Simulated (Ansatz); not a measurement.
Cost and result up the ladder for Si₂Te (the lowest singlet isomer of a short search) (3 atoms). The state is a singlet with charge 0. Geometry: r2SCAN-D4/def2-TZVP.

```xyz
3

Si    1.121   -0.359    0.764
Si   -1.217   -0.641    0.281
Te    0.096    0.999   -1.045
```

Ansatz on 2 threads of AMD EPYC 7R13 on a shared host. Times are rough, and most runs start from the orbitals of an earlier one. ωB97X-V/def2-TZVP serves as the yardstick here, not as an exact answer. Differences are given only for rows in sets of like size (and for xTB, whose basis is part of the method), since another set adds its own error. Binding counts from free atoms at the same level (Si triplet, Te triplet; other spins of the atoms weren't run), without zero-point energy or a counterpoise term.

In the def2 sets Te takes a core potential; there is no spin–orbit coupling. B3LYP takes the VWN-RPA correlation. HSE06 is defined as in plane-wave codes, on full-range PBE exchange. Correlated methods freeze 14 core orbitals; core or outer-core shells of Te are correlated, in sets that lack core-valence functions. The structure comes from a short search, and lower isomers may exist.

Run but left out: HF/STO-3G (restricted singlet, unstable in another Hartree–Fock run and untested here).

Correlated methods converge slowly with the basis.

```
                            level  functions  binding energy per atom (eV)  difference from ωB97X-V/def2-TZVP (eV)
                  PBE-D4/def2-SVP         62                          2.70                                       –
                 PBE0-D4/def2-SVP         62                          2.56                                       –
            LDA (SPW92)/def2-TZVP        124                          3.15                                    0.60
                 PBE-D4/def2-TZVP        124                          2.74                                    0.19
             r2SCAN-D4/def2-TZVPD        145                          2.58                                    0.03
              revPBE-D4/def2-TZVP        124                          2.64                                    0.09
                ωB97X-V/def2-TZVP        124                          2.55                                    0.00
               HSE06-D4/def2-TZVP        124                          2.61                                    0.06
               B3LYP-D4/def2-TZVP        124                          2.53                                   -0.02
                RPA@PBE/def2-TZVP        124                          2.26                                   -0.29
               PBE0-D4/def2-TZVPD        145                          2.61                                    0.06
r2SCAN-D4/def2-TZVP (with forces)        124                          2.58                                    0.03
                PBE-D4/def2-TZVPD        145                          2.74                                    0.19
                PBE0-D4/def2-TZVP        124                          2.60                                    0.06
```

Q: Estimate how long each takes.

A: PBE-D4/def2-SVP 0.55 s; LDA (SPW92)/def2-TZVP 0.66 s; PBE0-D4/def2-SVP 0.75 s; revPBE-D4/def2-TZVP 1 s; PBE-D4/def2-TZVP 1 s; B3LYP-D4/def2-TZVP 1.5 s; HSE06-D4/def2-TZVP 1.7 s; PBE-D4/def2-TZVPD 1.7 s; r2SCAN-D4/def2-TZVP (with forces) 2.3 s; PBE0-D4/def2-TZVPD 2.3 s; PBE0-D4/def2-TZVP 2.5 s; RPA@PBE/def2-TZVP 2.6 s; r2SCAN-D4/def2-TZVPD 2.7 s; ωB97X-V/def2-TZVP 3.7 s. On shared hardware such times vary by a factor of up to 3.
